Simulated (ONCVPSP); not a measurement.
**Potentials for helium compared**

Generated with ld1.x 7.5 (TM, RRKJ, ultrasoft, PAW), atompaw 4.2 or ONCVPSP 4.0.1. The cutoff is in Ry: for ld1.x and atompaw files where the sum of valence levels is converged to 10 mRy in a Bessel basis, for ONCV files where the hardest occupied wave has 1 mHa per electron of residual kinetic energy. The error is the largest all-electron minus pseudo excitation energy over each file’s own four to seven test configurations (ionisations up to +4, promotions, holes and added fractions of an electron), all of which were solved. The labels leave out finer settings (local radius, basis sizes, second energies), which also bear on the numbers. Spin-polarised tests are not counted. The rows are a selection from randomly drawn settings: files with unsolved tests, undetermined cutoffs or missed reference levels are left out.

A true bound ghost makes a file unfit for plane-wave use even where its test errors are small: the radial tests pick states by their node count and pass the ghost by.

```tsv
potential	cutoff (Ry)	largest error (meV)	bound ghosts
ONCV, PBE, scalar-relativistic, rc 0.40/0.40 (sp), local smoothed, core correction no, reference 1s1, qcut 17.7/23, projectors 2/2	237	+3.8	none
ONCV, PW91, scalar-relativistic, rc 0.75/0.65 (sp), local smoothed, core correction no, reference 1s1, qcut 16.6/13.7, projectors 2/2	143	+13	none
ONCV, PBE, scalar-relativistic, rc 0.70/0.55 (sp), local smoothed, core correction no, reference 1s2, qcut 8.2/13.8, projectors 2/2	306	+36	none
ONCV, PBEsol, scalar-relativistic, rc 0.70/0.75 (sp), local smoothed, core correction no, reference 1s1.5, qcut 8.7/13.2, projectors 2/1	199	+11	none
ONCV, LDA (Perdew-Wang 92), fully relativistic, rc 0.75/0.80 (sp), local smoothed, core correction no, reference 1s2, qcut 7.4/8.9, projectors 1/2	321	+42	none
ONCV, revPBE, non-relativistic, rc 0.50/0.45 (sp), local smoothed, core correction no, reference 1s2, qcut 10/18.2, projectors 3/2	325	+6.5	s
ONCV, PBE, scalar-relativistic, rc 0.55/0.60 (sp), local smoothed, core correction no, reference 1s2, qcut 12.4/11.2, projectors 2/1	165	+5.1	none
```

Task: Fill in the row for He: ONCV, PBE, scalar-relativistic, rc 0.70/0.75 (sp), local smoothed, core correction no, reference 1s1, qcut 22.5/11.9, projectors 2/2.

Result: cutoff 190 Ry, largest error +5.9 meV, bound ghosts: s.

Task: Fill in the row for He: ONCV, PBE, scalar-relativistic, rc 0.70/0.70 (sp), local smoothed, core correction no, reference 1s2, qcut 9.6/14.1, projectors 2/2.

Result: cutoff 93 Ry, largest error +28 meV, bound ghosts: none.
